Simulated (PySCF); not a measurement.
# Mo⁺: excitation energy

Mo⁺ [Kr] 4d5 (6S) → Mo⁺ [Kr] 4d4 5s1 (6D), as a difference of total energies. All numbers are calculated (PySCF 2.14, a scalar-relativistic core potential, in aug-cc-pVTZ-PP with ECP28MDF). Correlated levels: valence: 4s2 4p6 frozen. The calculations carry no spin-orbit coupling.

```csv
method,excitation energy (eV)
UHF,1.423
MP2 (valence),1.613
SCS-MP2 (valence),1.487
CCSD (valence),1.603
CCSD(T) (valence),1.605
```

Q: How much does correlation contribute at CCSD(T) (valence)?

A: 1.605 − (1.423) = 0.182 eV, measured against UHF.

Errors of the correlated levels include the incompleteness of this basis and the frozen core.

For comparison: 1.587 eV (measured; NIST levels, between the centres of gravity of the two terms).
